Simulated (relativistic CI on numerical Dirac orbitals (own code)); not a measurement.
## Sc²⁺ in a cubic cluster: 3s photoemission with charge transfer

Computed with a charge-transfer multiplet model of a cubic metal-ligand cluster with up to 2 ligand holes, Slater and spin-orbit integrals from Dirac-Coulomb-Breit ions, Slater integrals scaled by 0.7. The ground state mixes d1 with configurations of k ligand holes L, whose averages lie at kΔ + k(k − 1)U_dd/2; a core hole lowers each added d electron by U_cd. 300 K, Lorentzian 1.4 eV and Gaussian 0.8 eV FWHM.

Atomic integrals in eV (Slater integrals scaled, ζ unscaled), ground: F2dd 4.121, F4dd 2.525, zeta_d 0.008; with the core hole: F2dd 4.121, F4dd 2.525, zeta_d 0.013, G2cd 6.457. Where a configuration has fewer than two d electrons, the dd integrals are those of d2.

Cluster parameters (eV): Δ = 7.4, U_cd = 4.8, 10Dq = 1.15, 10Dq(ligand) = 1, V(eg) = 1.8, V(t2g) = -0.9, final-state hopping factor = 1.

```
         Case   n_d    d1   d2L  d3L2     S
U_dd = 1.7 eV  1.24  0.78  0.21  0.02  0.50
U_dd = 3.1 eV  1.23  0.78  0.20  0.01  0.50
U_dd = 3.8 eV  1.23  0.78  0.20  0.01  0.50
U_dd = 4.5 eV  1.23  0.79  0.20  0.01  0.50
U_dd = 5.9 eV  1.22  0.79  0.20  0.01  0.50
```

Weights, n_d and S are thermal averages at 300 K. Binding energies count from the first peak over 30 % of the highest in each spectrum, which can be another peak from case to case. The parameters are a model scan and need not match a compound or its usual spin state. Peaks in eV (height, largest 100):
- U_dd = 1.7 eV: 0.0 (100), 2.5 (42), 6.6 (16), 9.3 (6)
- U_dd = 3.1 eV: 0.0 (100), 2.4 (42), 6.8 (14), 9.5 (5)
- U_dd = 3.8 eV: 0.0 (100), 2.5 (42), 5.8 (12), 7.0 (13), 9.7 (5)
- U_dd = 4.5 eV: 0.0 (100), 2.4 (41), 5.8 (11), 7.0 (12)
- U_dd = 5.9 eV: 0.0 (100), 2.4 (41), 5.8 (10), 7.2 (11)

Curve for U_dd = 5.9 eV (points under 2 left out, the grid thinned):

E (eV), Intensity and a bar:
```
     -4.0        4.0 #
     -3.7        4.6 #
     -3.3        5.8 #
     -3.0        6.9 ##
     -2.6        9.0 ##
     -2.3       11.3 ###
     -1.9       16.1 ####
     -1.6       21.8 ######
     -1.2       34.8 ##########
     -0.9       50.8 ###############
     -0.5       79.1 #########################
     -0.2       96.3 ##############################
      0.2       95.8 ##############################
      0.5       78.8 ########################
      0.9       53.5 ################
      1.2       41.3 ############
      1.6       35.4 ###########
      1.9       36.8 ###########
      2.3       40.9 ############
      2.6       40.5 ############
      3.0       32.6 ##########
      3.3       24.8 #######
      3.6       18.6 #####
      4.0       13.5 ####
      4.3       11.4 ###
      4.7       10.1 ###
      5.0        9.8 ##
      5.4        9.8 ##
      5.7        9.9 ##
      6.1        9.9 ##
      6.4        9.9 ##
      6.8       10.5 ###
      7.1       10.9 ###
      7.5       10.5 ###
      7.8        9.3 ##
      8.2        7.4 ##
      8.5        6.2 #
      8.9        5.0 #
      9.2        4.5 #
      9.6        4.4 #
      9.9        4.5 #
     10.3        4.3 #
     10.6        3.7 #
     11.0        2.7 
     11.3        2.2
```

For the case U_dd = 3.8 eV, Δ = 7.4 eV is larger than U_dd = 3.8 eV, the Mott-Hubbard side of the Zaanen-Sawatzky-Allen scheme. With the core hole the average of the configuration with one ligand hole lies at Δ − U_cd = 2.6 eV before mixing: the effective hopping of about 4.1 eV (from the holes of the mixed ground state) is comparable with this gap or larger, so the configurations mix strongly.

Without intra-shell correlation the exchange splitting of the 3s hole comes out too large.
